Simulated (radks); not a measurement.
The numbers below are computed, except where a source is named.
Task: Rh+, 44 electrons, occupied as [Kr] 4d5 5p3 (not the ground configuration). Code: a radial shooting solver on a logarithmic mesh with Libxc functionals. Model: Dirac Kohn-Sham, PBE, spin-unpolarised, spherical densities, finite nucleus; open shells fill j = l - 1/2 first; Fermi nuclear charge, rms radius 4.4945 fm.

Spin-orbit splittings of the eigenvalues, e(l+1/2) - e(l-1/2), with zeta = 2 splitting/(2l+1) and mean radii in bohr:

| shell | occ. | splitting (eV) | zeta (eV) | <r> j=l-1/2 | <r> j=l+1/2 |
|---|---|---|---|---|---|
| 2p | 6 | 144.6 | 96.40 | 0.1203 | 0.1252 |
| 3p | 6 | 24.89 | 16.59 | 0.3830 | 0.3937 |
| 3d | 10 | 4.911 | 1.964 | 0.3682 | 0.3717 |
| 4p | 6 | 4.082 | 2.722 | 1.038 | 1.066 |
| 4d | 5 | 0.5113 | 0.2045 | 1.344 | 1.357 |
| 5p | 3 | ? | ? | 3.075 | 3.154 |

Estimate the 5p splitting.

Result: 0.4166 eV (zeta = 0.2777 eV).
